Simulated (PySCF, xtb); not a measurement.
C2H3Cl2FSi, SMILES FC([SiH3])=C(Cl)Cl.

GFN2-xTB in xtb at its own geometry gives an orbital gap of 3.83 eV and a dipole moment of 2.00 D.

Geometry optimised at B3LYP-D3(BJ)/def2-SVP. The structure was generated by enumeration, and PubChem lists no compound with its InChIKey, so it may never have been made.

### Question
What does PySCF with PBE/def2-TZVP give? (An estimate is asked for; the answer gives what the named calculation found.)

### Answer
gap 4.26 eV (levels -6.20 and -1.94 eV), dipole 1.02 D.
